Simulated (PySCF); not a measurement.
Vertical excitations of a molecule C3H9N from PySCF with TDA-PBE0/def2-SVPD, as energy in eV (oscillator strength): 5.91 (0.006), 6.61 (0.022), 6.81 (0.031), 7.46 (0.038), 7.78 (0.093), 8.08 (0.011), 8.68 (0.003), 8.83 (0.081), 8.84 (0.016), 9.07 (0.003). Lowest triplet (TDA): 5.67 eV. Geometry optimised at B3LYP-D3(BJ)/def2-SVP. One conformer was computed; it need not be the lowest.

**Question.** Which molecule gave these data?
(A) CCNC
(B) CC(C)N
(C) CN(C)C
(D) CCCN

**Answer.** A, CCNC
